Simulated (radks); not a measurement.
Coulomb parameter of the 4f shell of the thulium ion Tm2+ in the model configuration [Xe] 4f12 6s1, as a second difference U = [E(n + 0.25) + E(n - 0.25) - 2 E(n)] / (0.25)^2 with all orbitals relaxed. "Bare": the charge of the atom changes with n. "Screened": the 6s shell takes up the change at fixed total charge, which measures U(4f,4f) + U(6s,6s) - 2 U(4f,6s). Method: scalar-relativistic Kohn-Sham, PBE, spin-unpolarised, spherical densities, finite nucleus; Fermi nuclear charge, rms radius 5.2256 fm; computed with a radial shooting solver on a logarithmic mesh with Libxc functionals.

case                  configuration  E - E(n) (eV)
start                 [Xe] 4f12 6s1          0.000
bare +0.25         [Xe] 4f12.25 6s1         -6.096
bare -0.25         [Xe] 4f11.75 6s1          7.256
screened +0.25  [Xe] 4f12.25 6s0.75         -2.133
screened -0.25  [Xe] 4f11.75 6s1.25          2.621

U(bare) = 18.553 eV, U(screened by 6s) = 7.812 eV, against the Slater integral F0(4f,4f) = 33.883 eV with frozen orbitals.
